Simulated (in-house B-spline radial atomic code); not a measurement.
Ionising Sn V (Sn4+) with different functionals

Computed with a B-spline radial code for spherical atoms: four-component Dirac-Coulomb Hamiltonian, Fermi nucleus of rms radius 4.6519 fm, spin-restricted, spherical fractional occupations for the functionals. The ionisation energy is the difference of two self-consistent energies, [Kr] 4d10 → [Kr] 4d9, without Breit or QED terms; ε is the level of the shell that loses the electron (mean over j). The electron is taken from both j subshells in proportion to 2j + 1, so the result is a j average, not the step between ground levels.

Hybrids are left out here: with spherical fractional occupations of an open shell their exact exchange keeps a self-interaction that integer-occupation calculations don't have.

```json
{"method": "LDA VWN5", "rung": "LDA", "ΔSCF (eV)": "77.24", "-ε(4d) (eV)": "67.90"}
{"method": "relativistic LDA", "rung": "LDA", "ΔSCF (eV)": "77.25", "-ε(4d) (eV)": "67.91"}
{"method": "LDA PW92", "rung": "LDA", "ΔSCF (eV)": "?", "-ε(4d) (eV)": "?"}
{"method": "LDA exchange-only", "rung": "LDA", "ΔSCF (eV)": "75.37", "-ε(4d) (eV)": "66.06"}
{"method": "PBE", "rung": "GGA", "ΔSCF (eV)": "77.02", "-ε(4d) (eV)": "67.67"}
{"method": "PBEsol", "rung": "GGA", "ΔSCF (eV)": "76.99", "-ε(4d) (eV)": "67.64"}
{"method": "BLYP", "rung": "GGA", "ΔSCF (eV)": "76.85", "-ε(4d) (eV)": "67.51"}
{"method": "RPBE", "rung": "GGA", "ΔSCF (eV)": "76.96", "-ε(4d) (eV)": "67.60"}
{"method": "PW91", "rung": "GGA", "ΔSCF (eV)": "77.12", "-ε(4d) (eV)": "67.76"}
{"method": "BP86", "rung": "GGA", "ΔSCF (eV)": "77.09", "-ε(4d) (eV)": "67.73"}
{"method": "AM05", "rung": "GGA", "ΔSCF (eV)": "76.99", "-ε(4d) (eV)": "67.64"}
{"method": "OLYP", "rung": "GGA", "ΔSCF (eV)": "?", "-ε(4d) (eV)": "?"}
```

(1) What does LDA PW92 give?

(2) What does OLYP give?

(3) How do they compare with the NIST value?

## Answers

(1) ΔSCF 77.23 eV, and -ε(4d) = 67.89 eV.

(2) ΔSCF 77.36 eV, and -ε(4d) = 67.96 eV.

(3) NIST lists 77.03 eV ± 0.04 (measured, ground level to ground level). Errors run from -1.66 to +0.33 eV; PBE is closest (-0.01 eV), though others lie within the uncertainty of it, and part of that can be cancellation, since the calculations leave out Breit-QED terms, spin polarisation, the choice among j levels, multiplet and fine-structure energies.
